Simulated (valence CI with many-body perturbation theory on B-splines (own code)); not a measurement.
## S2+: calculation against measured levels

Level of theory: configuration interaction combined with many-body perturbation theory (CI+MBPT): four valence electrons over a frozen Dirac-Fock core [Ne], a basis of 11 s, 11 p, 9 d, 7 f, 5 g, 2 h, 1 i functions for each j, with the one-electron correlation potential Σ1, the two-electron term Σ2, the three-electron term Σ3, Breit, model QED; selected CI, second order for the rest, scaled by the run's own slope (own B-spline code, finite nucleus).

Set against measurement, 54 paired levels are off by 54 cm⁻¹ on average, the worst by 185. These come from a selection out of NIST levels in Podobedova, Kelleher and Wiese, J. Phys. Chem. Ref. Data 38, 171 (2009). Levels without a partner in it may be off by more. Among the levels kept, up to 400 cm⁻¹ of a level comes from second order outside the variational space, and about a tenth of that is noise between levels of different J, which matters for small intervals. 1 measured level below the end of the list, from 164141 cm⁻¹ on, found no clear computed partner, and computed levels of the same name lie up to 1724 cm⁻¹ from them.

Measured levels: NIST levels in Podobedova, Kelleher and Wiese, J. Phys. Chem. Ref. Data 38, 171 (2009). Pairs share parity and J, and are chosen by configuration, term and nearness in energy; levels without a clear partner are left out. Energies in cm⁻¹ above the measured ground level. The last column is blank where CI alone has no clear partner.

Names give the largest LS component (configuration and term), which can be under half, so a name can repeat, a term be missing and a line seem to break the LS rules; names also repeat where a configuration has a term twice.

| Computed label | Label in the source | Measured | Computed | Difference | CI alone, difference |
| --- | --- | --- | --- | --- | --- |
| 3s²3p² ³P_0 | 3s2 3p2 3P | 0 | 0.0 | 0 | 0 |
| 3s²3p² ³P_1 | 3s2 3p2 3P | 298.7 | 299.0 | 0 | +4 |
| 3s²3p² ³P_2 | 3s2 3p2 3P | 833.1 | 835.6 | +2 | +17 |
| 3s²3p² ¹D_2 | 3s2 3p2 1D | 11322.7 | 11382.6 | +60 | +172 |
| 3s²3p² ¹S_0 | 3s2 3p2 1S | 27161 | 27290.7 | +130 | +328 |
| 3s3p³ ⁵S°_2 | 3s 3p3 5S° | 58671.9 | 58507.9 | -164 | -1213 |
| 3s3p³ ³D°_1 | 3s 3p3 3D° | 84019.3 | 83930.0 | -89 | -778 |
| 3s3p³ ³D°_2 | 3s 3p3 3D° | 84046.7 | 83958.2 | -88 | -775 |
| 3s3p³ ³D°_3 | 3s 3p3 3D° | 84099.4 | 84010.2 | -89 | -766 |
| 3s3p³ ³P°_2 | 3s 3p3 3P° | 98745.3 | 98725.9 | -19 | -495 |
| 3s3p³ ³P°_1 | 3s 3p3 3P° | 98765.9 | 98746.1 | -20 | -497 |
| 3s3p³ ³P°_0 | 3s 3p3 3P° | 98772.2 | 98752.7 | -19 | -502 |
| 3s²3p3d ¹D°_2 | 3s2 3p 3d 1D° | 104159.7 | 104069.2 | -91 | -413 |
| 3s²3p3d ³F°_2 | 3s2 3p 3d 3F° | 122118.5 | 122069.7 | -49 | -283 |
| 3s²3p3d ³F°_3 | 3s2 3p 3d 3F° | 122404 | 122356.1 | -48 | -270 |
| 3s²3p3d ³F°_4 | 3s2 3p 3d 3F° | 122798.6 | 122750.7 | -48 | -264 |
| 3s3p³ ¹P°_1 | 3s 3p3 1P° | 136843.8 | 136971.1 | +127 | +777 |
| 3s3p³ ³S°_1 | 3s 3p3 3S° | 138066.6 | 138195.4 | +129 | +1717 |
| 3s²3p3d ³P°_0 | 3s2 3p 3d 3P° | 143097.1 | 143083.7 | -13 | -284 |
| 3s²3p3d ³P°_1 | 3s2 3p 3d 3P° | 143117.4 | 143105.6 | -12 | -225 |
| 3s²3p3d ³P°_2 | 3s2 3p 3d 3P° | 143125.3 | 143117.5 | -8 | -118 |
| 3s²3p4s ³P°_0 | 3s2 3p 4s 3P° | 146697.4 | 146758.2 | +61 | +354 |
| 3s²3p4s ³P°_1 | 3s2 3p 4s 3P° | 146737.5 | 146796.2 | +59 | +288 |
| 3s²3p4s ³P°_2 | 3s2 3p 4s 3P° | 147147.1 | 147200.4 | +53 | +221 |
| 3s²3p3d ³D°_1 | 3s2 3p 3d 3D° | 147551.6 | 147581.7 | +30 | +566 |
| 3s²3p3d ³D°_2 | 3s2 3p 3d 3D° | 147692.2 | 147724.5 | +32 | +553 |
| 3s²3p3d ³D°_3 | 3s2 3p 3d 3D° | 147745.7 | 147773.1 | +27 | +569 |
| 3s²3p4s ¹P°_1 | 3s2 3p 4s 1P° | 148399.0 | 148433.9 | +35 | -195 |
| 3s3p³ ¹D°_2 | 3s 3p3 1D° | 151978.5 | 152105.2 | +127 | +1274 |
| 3s²3p3d ¹F°_3 | 3s2 3p 3d 1F° | 157610.3 | 157683.7 | +73 | +323 |
| 3s²3p4p ¹P_1 | 3s2 3p 4p 1P | 167553.3 | 167529.3 | -24 | -527 |
| 3s²3p4p ³D_1 | 3s2 3p 4p 3D | 169771.4 | 169759.5 | -12 | -503 |
| 3s²3p4p ³D_2 | 3s2 3p 4p 3D | 170068.7 | 170057.6 | -11 | -498 |
| 3s²3p4p ³D_3 | 3s2 3p 4p 3D | 170650.5 | 170636.1 | -14 | -496 |
| 3s²3p4p ³P_0 | 3s2 3p 4p 3P | 172632.8 | 172574.3 | -59 | -590 |
| 3s²3p4p ³P_1 | 3s2 3p 4p 3P | 172787.3 | 172734.9 | -52 | -578 |
| 3s²3p4p ³P_2 | 3s2 3p 4p 3P | 173193.1 | 173136.9 | -56 | -578 |
| 3s²3p4p ³S_1 | 3s2 3p 4p 3S | 174037.7 | 174037.8 | 0 | -471 |
| 3s²3p4p ¹D_2 | 3s2 3p 4p 1D | 176984.4 | 176958.7 | -26 | -507 |
| 3s²3p4p ¹S_0 | 3s2 3p 4p 1S | 182759.1 | 182756.0 | -3 | -401 |
| 3s²3p4d ³F°_2 | 3s2 3p 4d 3F° | 204580.7 | 204555.5 | -25 | -507 |
| 3s²3p4d ³F°_3 | 3s2 3p 4d 3F° | 205072.5 | 205050.0 | -23 | -543 |
| 3s²3p4d ¹D°_2 | 3s2 3p 4d 1D° | 205147.8 | 205124.5 | -23 | -432 |
| 3s²3p4d ³F°_4 | 3s2 3p 4d 3F° | 205562.5 | 205540.1 | -22 | -541 |
| 3s²3p4d ³D°_1 | 3s2 3p 4d 3D° | 206540.4 | 206520.1 | -20 | -336 |
| 3s²3p4d ³D°_2 | 3s2 3p 4d 3D° | 206673.1 | 206653.1 | -20 | -342 |
| 3s²3p4d ³D°_3 | 3s2 3p 4d 3D° | 206912.6 | 206893.7 | -19 | -327 |
| 3s²3p4d ³P°_2 | 3s2 3p 4d 3P° | 207893.0 | 207862.7 | -30 | -434 |
| 3s²3p4d ³P°_1 | 3s2 3p 4d 3P° | 208104.9 | 208066.6 | -38 | -450 |
| 3s²3p4d ³P°_0 | 3s2 3p 4d 3P° | 208212.0 | 208166.5 | -45 | -464 |
| 3s²3p5s ³P°_0 | 3s2 3p 5s 3P° | 209774.9 | 209629.1 | -146 | -616 |
| 3s²3p5s ³P°_1 | 3s2 3p 5s 3P° | 209927.4 | 209777.7 | -150 | -617 |
| 3s²3p5s ³P°_2 | 3s2 3p 5s 3P° | 210699.2 | 210545.9 | -153 | -616 |
| 3s²3p4d ¹F°_3 | 3s2 3p 4d 1F° | 211149.3 | 211181.3 | +32 | -245 |
| 3s²3p5s ¹P°_1 | 3s2 3p 5s 1P° | 211329.1 | 211143.6 | -185 | -608 |

Over 54 excited levels the mean absolute difference is 54 cm⁻¹, the median 34 and the largest 185. For the 54 levels that pair on every rung the mean is CI alone 490, + Σ1 999, + Σ2 191, + Σ3 64, + Breit 56, + QED 54. The comparison draws on a selection of the measured levels: 55 of the 77 computed ones have a partner in it, and others may be off by more.

These 1 measured levels below the end of the computed list are not counted above. Beside each stands the unpaired computed level of its name, or else the nearest of its J and parity; the gap is either an error of the method or a doubtful assignment.

| Label in the source | J | Measured | Unpaired level | Computed |
| --- | --- | --- | --- | --- |
| 3s2 3p 3d 1P° | 1 | 164141 | 3s²3p3d ¹P°_1 | 165865 |
